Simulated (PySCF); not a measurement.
Computed shifts of a molecule C₂H₇ClOSi, PBE/pcSseg-1 run with PySCF, GIAO, gas phase, equivalent atoms averaged, in ppm (number of nuclei): ¹³C: 71.9 (1), 24.7 (1). ²⁹Si: -1.8 (1). ¹H: 5.77 (1), 5.14 (1), 4.20 (1), 1.78 (3), -0.07 (1). References: ¹³C against TMS (σ = 182.0 ppm); ¹⁷O against H2O (σ = 334.3 ppm); ²⁹Si against TMS (σ = 335.4 ppm); ³⁵Cl against HCl (σ = 936.5 ppm); ¹H against TMS (σ = 31.49 ppm), references at their B3LYP-D3(BJ)/def2-TZVP geometries, non-relativistic (without spin–orbit terms, shifts of atoms bonded to Cl or Br come out too high). The structure is a stationary point at PBE-D3(BJ)/def2-SVP. The values are those of a single conformer.

**Question.** Pick the molecule that these values belong to.
(A) CCO[SiH2]Cl
(B) C[C@@H](O)[SiH2]Cl
(C) COC[SiH2]Cl
(D) C[Si](C)(O)Cl

**Answer.** B, C[C@@H](O)[SiH2]Cl
